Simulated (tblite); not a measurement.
Compound: C7H6FO (doublet state).
Z-matrix (Å and degrees, GFN2-xTB geometry), rows numbered from 1:
```
O 
C   1  1.2131
C   2  1.4500  1  124.58
C   3  1.3822  2  120.64  1    -1.45
C   4  1.3849  3  122.08  2  -177.32
C   5  1.4137  4  120.09  3     1.65
C   6  1.3513  5  121.24  4    -1.94
C   7  1.4908  6  121.91  5    -2.96
F   8  1.3959  3  110.98  2    48.45
H   2  1.1053  1  120.98  3  -179.72
H   4  1.0807  3  117.14  2     0.90
H   5  1.0783  4  120.27  3   178.69
H   6  1.0800  5  118.84  4   176.19
H   7  1.0790  6  122.11  5   176.67
H   8  1.1101  3  109.18  2   -64.87
```

Computed values, GFN2-xTB/tblite, gas phase, harmonic and unscaled. This tight-binding method is rough: wavenumbers can miss measured ones by several per cent, in bad cases by 10 to 20. One conformer, not necessarily the lowest. Open shells enter through the occupations alone, without spin polarisation, and single modes of such species can be off by tens of per cent.

Harmonic wavenumbers (cm⁻¹): 68.5, 131.5, 181.4, 204.7, 285.6, 375.0, 408.0, 456.7, 507.3, 586.7, 654.8, 718.2, 810.9, 815.5, 846.4, 908.1, 916.0, 923.5, 991.1, 1026.2, 1048.8, 1142.7, 1162.0, 1187.2, 1226.3, 1251.4, 1302.8, 1349.2, 1388.3, 1396.4, 1474.9, 1582.8, 1681.4, 2746.0, 2794.8, 3084.7, 3086.0, 3101.7, 3108.2.

A = 2543, B = 1507, C = 977.3 MHz; mass 125.040 u (most abundant isotopes); point group C1, symmetry number 1; spin multiplicity 2.

Q: Zero-point energy?

A: ½Σν̃ = 23466 cm⁻¹ = 280.72 kJ/mol.

Q: What is S at 298.15 K and 1 bar for an ideal gas of classical rigid rotors and harmonic oscillators?

A: Translation 169.08, rotation 120.67, vibration 79.92, spin (R ln 2) 5.76: S = 375.4 J/(mol K).

Q: And Cp and H(298.15 K) − H(0)?

A: Cp = 132.31 J/(mol K), of which vibrations give 99.05 (their classical limit is 39 R = 324.3); H(298.15 K) − H(0) = 23.51 kJ/mol without the zero-point energy, 13.59 from vibrations.

Q: How do the functions run with temperature in this model?

A: 
| T (K) | S (J/(mol K)) | Cp (J/(mol K)) | H − H(0) (kJ/mol) | G − H(0) (kJ/mol) | ln q(vib) |
| --- | --- | --- | --- | --- | --- |
| 50 | 241.4 | 44.4 | 1.85 | -10.22 | 0.18 |
| 100 | 277.5 | 61.6 | 4.51 | -23.25 | 0.79 |
| 373.15 | 408.1 | 159.6 | 34.47 | -117.82 | 5.54 |
| 500 | 460.5 | 198.6 | 57.30 | -172.95 | 7.99 |
| 750 | 551.7 | 250.1 | 113.97 | -299.81 | 12.85 |
| 1000 | 628.3 | 281.2 | 180.68 | -447.58 | 17.45 |

q(vib) and H(0) count from the zero-point level.

Q: Blend soft modes into free rotors: weight 1/[1 + (100 cm⁻¹/ν̃)⁴] for the oscillator and the rest for a rotor with moment μB/(μ + B), μ = h/(8π²ν), B = 10⁻⁴⁴ kg m². What vibrational entropy results?

A: 76.30 J/(mol K) in place of 79.92, which changes −T·S at 298.15 K by +1.08 kJ/mol.

Q: Which modes carry the vibrational entropy at 298.15 K?

A: 68.5 cm⁻¹: 17.56; 131.5 cm⁻¹: 12.23; 181.4 cm⁻¹: 9.68; 204.7 cm⁻¹: 8.75; 285.6 cm⁻¹: 6.28; 375.0 cm⁻¹: 4.43 J/(mol K); the other 33 give 21.00 together.

Hindered rotation and anharmonicity are outside this model. Other conformers, if any are populated, would add a mixing term that is left out. The structure is chiral; the term R ln 2 for an equal mix with its mirror image is left out.

On Intel Xeon at 2.70 GHz, one thread, shared host with 64 logical CPUs at a one-minute load of 56, this took 0.98 s. The figure is for the frequency step alone.
